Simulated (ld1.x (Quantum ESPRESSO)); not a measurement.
## Transferability test, ultrasoft potential for zinc (Zn)

```
Element                 : zinc (Zn)
Generator               : ld1.x (Quantum ESPRESSO) 7.5
Type                    : ultrasoft
Functional              : PBEsol
Relativity              : scalar-relativistic
Frozen core             : [Ne]
Valence charge          : 20
Reference configuration : 3s2 3p6 3d10 4s2 4p0
Partial waves           : 3s (bound): rcut 0.95, rcutus 1.25 bohr; 4s (bound): rcut 0.95, rcutus 1.25 bohr; 3p (bound): rcut 1.00, rcutus 1.15 bohr; 4p (bound, empty): rcut 1.00, rcutus 1.15 bohr; 3d (bound): rcut 1.30, rcutus 1.55 bohr; 3d channel at 1.5 Ry: rcut 1.30, rcutus 1.55 bohr
Local potential         : all-electron potential smoothed inside 1.40 bohr (lloc = -1)
Core correction         : Bessel-smoothed model core, default radius (core density twice the valence density)
Augmentation charge     : PSQ, radius 0.95 bohr
```

Energies are relative to the spin-unpolarised reference configuration 3s2 3p6 3d10 4s2 4p0; without spin polarisation the order of configurations can differ from experiment. Not all tests gave a result: 2 of 7 tests not solved or not reliable. Left out of the table: 3s2 3p6 3d9 4s0 4p0 (solver errors, printed error -4553 eV); 3s2 3p6 3d8 4s0 4p0 (solver errors, printed error -4239 eV).

```csv
valence configuration,charge,ΔE all-electron (eV),error AE − PS (meV)
3s2 3p6 3d10 4s1 4p0,+1,9.899,-0.8
3s2 3p6 3d10 4s0 4p0,+2,28.248,-3.0
3s2 3p5 3d10 4s2 4p0,+1,91.891,-69
3s1 3p6 3d10 4s2 4p0,+1,137.746,-85
```

(1) What are ΔE and the potential's error for 3s2 3p6 3d10 4s1 4p1?

Levels in the configuration 3s2 3p6 3d10 4s0 4p0:

```csv
level,all-electron (eV),pseudo (eV)
3s,-149.758,-149.752
3p,-104.118,-104.114
3d,-30.835,-30.847
```

## Answers

(1) ΔE = 5.126 eV all-electron; the error (AE − PS) is -2.6 meV.
